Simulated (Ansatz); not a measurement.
Molecule: C$_{4}$H$_{3}$O$_{2}$ (charge -1, singlet). It need not be the lowest isomer of its formula. Whether it binds its extra electron was not tested at this geometry. 
Coordinates optimised at B3LYP-D3(BJ)/def2-TZVP (Ansatz, a quantum-chemistry and plane-wave program):
```
C
O 1 1.3361
C 1 1.3502 2 112.53
O 1 1.3794 2 116.16 3 180.00
H 4 0.9648 1 104.49 2 0.00
H 3 1.0796 1 126.43 2 180.00
C 3 1.4533 6 129.77 1 180.00
C 7 1.3778 3 112.65 6 -180.00
H 7 1.0835 8 122.96 2 180.00
```
Charge -1, spin multiplicity 1.

Basis-set convergence of Hartree-Fock and CCSD(T) correlation energies (hartree) with Ansatz. Valence correlation only, unless marked. Spin-orbit coupling is left out. Non-relativistic. This anion needs diffuse functions, which these sets lack.

```tsv
basis	functions	E(HF)	E(corr, CCSD(T))
cc-pVDZ	99	-302.85723	-0.95063
cc-pVTZ	222	-302.94796	-1.17423
cc-pVQZ	420	-302.97237	-1.24732
cc-pV5Z	711	?	?
```

Task: Fill in the missing entries.

Result: 
- cc-pV5Z, E(HF): -302.97957
- cc-pV5Z, E(corr, CCSD(T)): -1.27289
